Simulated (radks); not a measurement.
Results of a calculation; reference values are marked as such.
Question: These are the eigenvalues of the occupied orbitals of an atom or ion with whole-number occupations (hartree). Code: a radial shooting solver on a logarithmic mesh with Libxc functionals. Model: non-relativistic Kohn-Sham, PBE, spin-polarised, spherical densities, point nucleus.

| orbital | eigenvalue |
|---|---|
| 1s up | -2283.662 |
| 1s down | -2283.175 |
| 2s up | -519.6337 |
| 2s down | -518.8936 |
| 2p up | -508.5534 |
| 2p down | -507.6248 |

Which element is it, and in what charge state? The configuration may be excited. Open shells, if any, are filled with parallel spins first.

Answer: Z = 70, ytterbium, charge +61: Yb61+ in [He] 2s2 2p5. The list shows which subshells hold electrons but not how many an open one holds; the 1s level, -2283.7 hartree, gives Z - s = 67.6 by -(Z - s)^2/2, which with screening narrows Z to a few neighbours, and the depths of the outer levels then fix element, charge and occupations together.
